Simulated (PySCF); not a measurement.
C5H10, SMILES CC1CCC1. The structure is a stationary point at PBE-D3(BJ)/def2-SVP.

Computed equilibrium geometry at PBE-D3(BJ)/def2-SVP (PySCF confirms it by a frequency run) as bond lengths and angles, and its point group:
point group Cs.
Atoms: C1 C2 C3 C4 C5 H6 H7 H8 H9 H10 H11 H12 H13 H14 H15. Bonded distances (Å): C1–C2 1.520, C1–H6 1.110, C1–H7 1.111, C1–H8 1.110, C2–C3 1.555, C2–C5 1.555, C2–H9 1.112, C3–C4 1.550, C3–H10 1.109, C3–H11 1.111, C4–C5 1.550, C4–H12 1.109, C4–H13 1.108, C5–H14 1.111, C5–H15 1.109. Angles (°): C2–C1–H6 111.5, C2–C1–H7 110.9, C2–C1–H8 111.5, H6–C1–H7 107.6, H6–C1–H8 107.5, H7–C1–H8 107.6, C1–C2–C3 119.5, C1–C2–C5 119.5, C1–C2–H9 109.8, C3–C2–C5 88.0, C3–C2–H9 109.0, C5–C2–H9 109.0, C2–C3–C4 88.6, C2–C3–H10 118.2, C2–C3–H11 110.7, C4–C3–H10 118.5, C4–C3–H11 111.4, H10–C3–H11 108.3, C3–C4–C5 88.3, C3–C4–H12 111.6, C3–C4–H13 118.0, C5–C4–H12 111.6, C5–C4–H13 118.0, H12–C4–H13 108.2, C2–C5–C4 88.6, C2–C5–H14 110.7, C2–C5–H15 118.2, C4–C5–H14 111.4, C4–C5–H15 118.5, H14–C5–H15 108.3.
